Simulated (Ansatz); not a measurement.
**Molecular dynamics of Cu₁₂CO**

Input:

```yaml
accuracy: low
crystal:
  lattice:
    - [5.105311, 0.0, 0.0]
    - [2.552655, 4.421329, 0.0]
    - [0.0, 0.0, 19.168469]
  atoms:
    - { symbol: Cu, position: [0.1666667, 0.1666667, 0.052169] }
    - { symbol: Cu, position: [0.6666667, 0.1666667, 0.052169] }
    - { symbol: Cu, position: [0.1666667, 0.6666667, 0.052169] }
    - { symbol: Cu, position: [0.6666667, 0.6666667, 0.052169] }
    - { symbol: Cu, position: [-0.1666667, 0.3333333, 0.1609015] }
    - { symbol: Cu, position: [0.3333333, 0.3333333, 0.1609015] }
    - { symbol: Cu, position: [-0.1666667, 0.8333333, 0.1609015] }
    - { symbol: Cu, position: [0.3333333, 0.8333333, 0.1609015] }
    - { symbol: Cu, position: [0.0, 0.0, 0.2696339] }
    - { symbol: Cu, position: [0.5, 0.0, 0.2696339] }
    - { symbol: Cu, position: [0.0, 0.5, 0.2696339] }
    - { symbol: Cu, position: [0.5, 0.5, 0.2696339] }
    - { symbol: C, position: [0.7486195, 0.7345514, 0.4789917] }
    - { symbol: O, position: [0.7486195, 0.7345514, 0.5395077] }
basis:
  ecutwfc: 420.0
kpoints:
  mp_grid: { grid: [2, 2, 1] }
hamiltonian:
  xc: pbe
  dispersion: d3bj
  pseudopotentials: { kind: paw, azcp: { folder: soft_1 } }
scf:
  occupations: { method: fermi_dirac, width: 0.05 }
  lower_state_search: "off"
md:
  timestep: 1
  n_steps: 500
  ensemble: nve
  initial_velocities: zero
  seed: 873341
  initial_site_velocities:
    - { site: 12, velocity: [0.0, 0.0, -0.032147] }
    - { site: 13, velocity: [0.0, 0.0, -0.032147] }
  constraints: [{ sites: [0, 1, 2, 3] }]
```

Run as:

```bash
$ ansatz run input.yaml --threads 2 --pin off --max-ram 5120MiB --backend cpu --events-out ev --progress --plain --runs-dir out
```

It starts from an unrelaxed structure (largest force component 2.55 eV/Å).

Output, in part (step lines):

```
md step     0: t =     0.00 fs  T =  1160.5 K  F+E_penalty+E_count = -80317.98741679 eV  E_kin = 1.500040 eV  conserved = -80316.48737721 eV  (22 SCF iters)
md step     1: t =     1.00 fs  T =  1164.9 K  F+E_penalty+E_count = -80317.99326916 eV  E_kin = 1.505743 eV  conserved = -80316.48752616 eV  (10 SCF iters)
md step     2: t =     2.00 fs  T =  1174.1 K  F+E_penalty+E_count = -80318.00553664 eV  E_kin = 1.517628 eV  conserved = -80316.48790859 eV  (10 SCF iters)
md step     3: t =     3.00 fs  T =  1183.6 K  F+E_penalty+E_count = -80318.01830709 eV  E_kin = 1.529962 eV  conserved = -80316.48834525 eV  (9 SCF iters)
md step     4: t =     4.00 fs  T =  1188.6 K  F+E_penalty+E_count = -80318.02495285 eV  E_kin = 1.536364 eV  conserved = -80316.48858837 eV  (9 SCF iters)
md step     5: t =     5.00 fs  T =  1186.4 K  F+E_penalty+E_count = -80318.02198439 eV  E_kin = 1.533540 eV  conserved = -80316.48844473 eV  (6 SCF iters)
md step     6: t =     6.00 fs  T =  1179.0 K  F+E_penalty+E_count = -80318.01189021 eV  E_kin = 1.523942 eV  conserved = -80316.48794863 eV  (5 SCF iters)
md step     7: t =     7.00 fs  T =  1172.0 K  F+E_penalty+E_count = -80318.00239886 eV  E_kin = 1.514970 eV  conserved = -80316.48742843 eV  (5 SCF iters)
[... lines left out ...]
md step   499: t =   499.00 fs  T =   616.2 K  F+E_penalty+E_count = -80317.28433752 eV  E_kin = 0.796547 eV  conserved = -80316.48779069 eV  (4 SCF iters)
md step   500: t =   500.00 fs  T =   611.7 K  F+E_penalty+E_count = -80317.27835128 eV  E_kin = 0.790719 eV  conserved = -80316.48763277 eV  (11 SCF iters)
```

The steps, from the saved trajectory:

```csv
time (fs),T (K),potential energy less start (eV),conserved less start (meV/atom)
0,1160,0.000,0.00
16,1185,-0.031,0.00
32,1224,-0.082,0.00
48,1403,-0.313,0.00
64,1896,-0.951,-0.01
80,1886,-0.940,-0.18
96,910,0.323,-0.02
112,1374,-0.277,-0.09
128,1079,0.104,-0.08
144,1344,-0.238,-0.08
160,750,0.530,-0.02
176,396,0.988,0.02
192,1169,-0.011,-0.04
208,1845,-0.886,-0.11
224,1162,-0.002,-0.06
240,1170,-0.013,-0.08
256,1475,-0.408,-0.09
272,1669,-0.659,-0.07
288,1463,-0.391,-0.04
304,887,0.353,-0.01
320,939,0.286,-0.05
336,1097,0.082,-0.07
352,1096,0.083,-0.04
368,991,0.219,-0.02
384,799,0.467,-0.05
400,565,0.769,-0.07
416,581,0.748,-0.07
432,725,0.562,-0.06
448,784,0.486,-0.03
464,785,0.485,-0.02
480,727,0.559,-0.05
496,632,0.682,-0.06
```

All steps were run. The conserved energy stayed within 0.23 meV per atom of its start (net change -0.018 meV per atom), so the integration is sound. A run of 0.5 ps of so small a system gives no equilibrium averages. Limits of this set-up: coarse k mesh, thin slab, slab without dipole correction, low accuracy level.

Mean squared displacements from the first frame to the last: Cu 0.31 Å², C 6.27 Å², O 5.78 Å².

Last frame:

```xyz
14
Lattice="5.1053 0.0000 0.0000 2.5527 4.4213 0.0000 0.0000 0.0000 19.1685" Properties=species:S:1:pos:R:3
Cu 1.276 0.737 1.000
Cu 3.829 0.737 1.000
Cu 2.553 2.948 1.000
Cu 5.105 2.948 1.000
Cu -0.090 1.451 3.032
Cu 2.539 1.344 3.045
Cu 1.222 4.005 4.021
Cu 3.734 3.677 3.572
Cu 0.060 -0.652 5.900
Cu 2.646 -0.119 6.154
Cu 1.404 1.838 5.382
Cu 3.947 1.847 5.533
C 4.740 2.383 7.036
O 4.869 2.902 8.111
```

Run time: 33 min on 2 threads of Intel(R) Xeon(R) Platinum 8488C (Sapphire Rapids) (shared host), peak memory 1.3 GiB.
